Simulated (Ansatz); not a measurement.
Cost and result for the atomization energy of C$_{2}$H$_{5}$FSi (`F[SiH]1CC1`) (9 atoms, 9 bonds).

Z-matrix (Å, degrees):
```
Si
C 1 1.820
C 1 1.820 2 51.3
F 1 1.596 2 119.6 3 -105.8
H 1 1.473 2 123.3 3 108.5
H 2 1.086 1 120.9 3 -106.4
H 2 1.086 1 119.8 3 105.3
H 3 1.086 1 119.8 2 -105.2
H 3 1.086 1 120.9 2 106.5
```

The species carries charge 0 and has multiplicity 1. All single points use the PBE0-D4/def2-TZVP geometry. Program: Ansatz. All runs use 2 threads of an Intel Xeon Platinum 8259CL on a shared host. Times are those of one run each, without the atoms' runs, and a repeat can differ threefold. Electronic energies, without spin–orbit coupling; frozen cores. CCSD(T)/CBS adds CCSD(T) − MP2 in def2-TZVPP to the MP2 limit, and its time is that of the two runs behind it. T1 = 0.011. B3LYP takes the VWN-RPA correlation (the form of Gaussian; ORCA's B3LYP/G).

CCSD(T)/CBS is a level of theory with its own doubt, some kJ/mol a heavy atom from the limit and from the frozen cores, so smaller differences don't rank the functionals.

```json
{"level": "LDA (SPW92)/def2-TZVPP", "functions": "205", "wall time": "2 s"}
{"level": "revPBE-D4/def2-TZVPP", "functions": "205", "wall time": "2.8 s"}
{"level": "BHLYP-D4/def2-TZVPP", "functions": "205", "wall time": "3.2 s"}
{"level": "CCSD(T)/def2-SVP", "functions": "85", "wall time": "3.3 s"}
{"level": "CAM-B3LYP-D4/def2-TZVPP", "functions": "205", "wall time": "3.7 s"}
{"level": "r2SCAN-D4/def2-TZVPP (with forces)", "functions": "205", "wall time": "5.5 s"}
{"level": "B3LYP-D4/def2-TZVPP (with forces)", "functions": "205", "wall time": "5.5 s"}
{"level": "r2SCANh-D4/def2-TZVPP", "functions": "205", "wall time": "5.5 s"}
{"level": "ωB97X-V/def2-TZVPP", "functions": "205", "wall time": "8.5 s"}
{"level": "ωB97M-V/def2-TZVPP (with forces)", "functions": "205", "wall time": "11 s"}
{"level": "MP2/def2-QZVPP", "functions": "391", "wall time": "24 s"}
{"level": "CCSD(T)/def2-TZVPP", "functions": "205", "wall time": "58 s"}
{"level": "CCSD(T)/CBS(def2)", "functions": "–", "wall time": "81 s"}
```

(1) What atomization energy does each give, and how far from CCSD(T)/CBS? (An estimate is asked.)

Answers

(1) Ansatz gave: 
```json
{"level": "LDA (SPW92)/def2-TZVPP", "atomization (kcal/mol)": "933.8", "difference from CCSD(T)/CBS": "111.9", "per bond": "12.4"}
{"level": "revPBE-D4/def2-TZVPP", "atomization (kcal/mol)": "814.5", "difference from CCSD(T)/CBS": "-7.4", "per bond": "-0.8"}
{"level": "BHLYP-D4/def2-TZVPP", "atomization (kcal/mol)": "798.6", "difference from CCSD(T)/CBS": "-23.3", "per bond": "-2.6"}
{"level": "CCSD(T)/def2-SVP", "atomization (kcal/mol)": "772.6", "difference from CCSD(T)/CBS": "-49.3", "per bond": "-5.5"}
{"level": "CAM-B3LYP-D4/def2-TZVPP", "atomization (kcal/mol)": "824.0", "difference from CCSD(T)/CBS": "2.1", "per bond": "0.2"}
{"level": "r2SCAN-D4/def2-TZVPP (with forces)", "atomization (kcal/mol)": "824.4", "difference from CCSD(T)/CBS": "2.5", "per bond": "0.3"}
{"level": "B3LYP-D4/def2-TZVPP (with forces)", "atomization (kcal/mol)": "818.8", "difference from CCSD(T)/CBS": "-3.1", "per bond": "-0.3"}
{"level": "r2SCANh-D4/def2-TZVPP", "atomization (kcal/mol)": "819.9", "difference from CCSD(T)/CBS": "-2.0", "per bond": "-0.2"}
{"level": "ωB97X-V/def2-TZVPP", "atomization (kcal/mol)": "824.3", "difference from CCSD(T)/CBS": "2.4", "per bond": "0.3"}
{"level": "ωB97M-V/def2-TZVPP (with forces)", "atomization (kcal/mol)": "823.9", "difference from CCSD(T)/CBS": "2.0", "per bond": "0.2"}
{"level": "MP2/def2-QZVPP", "atomization (kcal/mol)": "827.9", "difference from CCSD(T)/CBS": "6.0", "per bond": "0.7"}
{"level": "CCSD(T)/def2-TZVPP", "atomization (kcal/mol)": "801.0", "difference from CCSD(T)/CBS": "-20.9", "per bond": "-2.3"}
{"level": "CCSD(T)/CBS(def2)", "atomization (kcal/mol)": "821.9", "difference from CCSD(T)/CBS": "0.0", "per bond": "0.0"}
```

At CCSD(T), def2-SVP lies −49.2 kcal/mol from the extrapolated value and def2-TZVPP −20.8 kcal/mol: correlation converges slowly with the basis, and small sets miss more of it in the bonded molecule than in its fragments. From r2SCAN to r2SCAN0 (25 % exact exchange), in def2-TZVPP and without D4, the atomization energy moves by −11.0 kcal/mol: exact exchange takes away binding that semilocal exchange gives to molecules. Leaving LDA and LC-ωPBE aside and taking each functional with its dispersion term where it has one, the values, not all of them listed here, spread over 35.4 kcal/mol, from BHLYP-D4 to PBE-D4. LDA lies +103.4 kcal/mol from PBE without D4, its usual overbinding.
